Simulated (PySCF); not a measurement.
**H₄MoO, singlet: data card**

Computed with PBE0 in PySCF with Mo def2-TZVP with ECP28, O def2-TZVP, H def2-TZVP; scalar-relativistic core potentials, no spin–orbit coupling; density-fitted integrals.

The structure is a minimum.

```xyz
6
charge 0 multiplicity 1, angstrom
Mo   -0.0228    0.2054    0.0000
O     0.0001   -1.4377    0.0000
H    -0.2673    0.8775    1.5524
H    -0.2673    0.8776   -1.5524
H     1.3764    0.5630   -0.8069
H     1.3764    0.5630    0.8069
```

```
Point group                                                                   : Cs
Bond lengths                                                                  : Mo–H 1.654 Å (×2), Mo–H 1.709 Å (×2), Mo–O 1.643 Å
Bond angles                                                                   : H–Mo–H 58.4°, H–Mo–H 66.0° (×2), H–Mo–H 118.6° (×2), H–Mo–H 130.5°, H–Mo–O 101.8° (×2), H–Mo–O 113.3° (×2)
Entropy at 298.15 K and 1 bar                                                 : 269.4 J/(mol K)
Rotational symmetry number                                                    : 1
Heat capacity Cp at 298.15 K                                                  : 59.4 J/(mol K)
Lowest empty level                                                            : -3.36 eV
Principal quadrupole moments (Buckingham, traceless) about the centre of mass : -3.72, -1.18, 4.89 D Å
Atomisation energy without zero-point energy                                  : 1590 kJ/mol
Rotational constants                                                          : 1.657, 0.3885, 0.37 cm⁻¹
Highest occupied level                                                        : -8.60 eV
Principal polarisabilities                                                    : 37.0, 44.6, 49.6 bohr³
Zero-point energy                                                             : 83.7 kJ/mol
Dipole moment                                                                 : 2.29 D
Enthalpy at 298.15 K above 0 K                                                : 12.40 kJ/mol
```

Harmonic modes (masses in u: Mo 97.905, O 15.995, H 1.008):
```csv
symmetry,ω (cm⁻¹),IR (km/mol),type
a'',373,91.9,bend
a',580,1.1,bend
a'',679,32.9,bend
a',755,7.2,bend
a',800,55.6,bend
a'',841,34.8,bend
a',909,46.5,bend
a',1117,163,mixed
a'',1898,198,stretch
a',1919,105,stretch
a',2061,22.0,stretch
a'',2068,16.3,stretch
```

Charges (e):
| atom | Mulliken | Löwdin | polar tensor | Mayer order to Mo1 |
| --- | --- | --- | --- | --- |
| Mo1 | 0.38 | 0.14 | 0.89 | – |
| O2 | -0.50 | -0.19 | -0.59 | 2.19 |
| H3,4 | -0.03 | -0.03 | -0.17 | 0.94 |
| H5,6 | 0.09 | 0.06 | 0.02 | 0.90 |

Mulliken populations on Mo1 (electrons outside its core potential): s 2.54, p 6.64, d 4.39, f 0.04.

Stability towards spin polarisation was not tested. Other isomers or separated fragments may lie lower.

The final relaxation and frequency run took 63 s on 2 threads of a shared Arm Neoverse V1 host, with 95 basis functions and 21 gradients; the process peaked at 1.4 GiB.
